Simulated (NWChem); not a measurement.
System: BiH₃; SMILES [BiH3]

Results from NWChem. def2 effective core potentials on Bi; no spin-orbit coupling. B3LYP is NWChem's, with the RPA form of VWN correlation. The level has its own optimisation; frequencies are unscaled.

Task: What does the run give for B3LYP/def2-TZVP? Quantities: r Bi–H (Å); highest harmonic frequency (cm⁻¹); lowest (cm⁻¹); zero-point energy (kcal/mol).

Result: The r Bi–H (Å) is 1.797 and the highest harmonic frequency (cm⁻¹) is 1800. The lowest (cm⁻¹) comes out as 759 and the zero-point energy (kcal/mol) is 11.0.
